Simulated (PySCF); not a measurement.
Compound: CH₃BF₄Si.
Geometry (PBE0-D3(BJ)/def2-SVP, Å), atoms numbered from 1 in this order:
```xyz
10
CH3BF4Si angstrom
F      2.684    1.048    0.684
B      1.752    0.540   -0.095
F      1.903    0.714   -1.394
Si     0.156   -0.493    0.622
C     -1.372   -0.046   -0.459
F     -2.490   -0.638    0.032
F     -1.553    1.304   -0.419
H      0.398   -1.962    0.490
H     -0.152   -0.150    2.039
H     -1.272   -0.337   -1.521
```

The closed-shell ground state was solved at several levels (PySCF, density fitting, gas phase, non-relativistic).

| level | basis functions | total energy (Eh) | HOMO (eV) | LUMO (eV) | gap (eV) | dipole (D) |
| --- | --- | --- | --- | --- | --- | --- |
| PBE0/pcSseg-1 | 141 | -753.0973 | -8.77 | -1.41 | 7.36 | 1.58 |
| CAM-B3LYP/def2-SVPD | 180 | -753.1923 | -10.36 | -0.41 | 9.95 | 1.67 |

Problem. Estimate the row for KT3/pcSseg-2, a basis of 301 functions; the other rows only guide the guess.

Solution. Total energy -761.9903 Eh, HOMO -7.45 eV, LUMO -2.38 eV, gap 5.07 eV, dipole 1.42 D.

Problem. Over all these levels, which gives the widest orbital gap and which the narrowest?

Solution. CAM-B3LYP/def2-SVPD (range-separated hybrid) has the widest, 9.95 eV, and KT3/pcSseg-2 (GGA) the narrowest, 5.07 eV. Functional and basis both differ between the two, so the spread mixes both effects.

Problem. How far do the dipole and the HOMO energy spread over the levels?

Solution. The dipole runs from 1.42 to 1.67 D (mean 1.56 D) and the HOMO from -10.36 to -7.45 eV.

One conformer stands for the species.
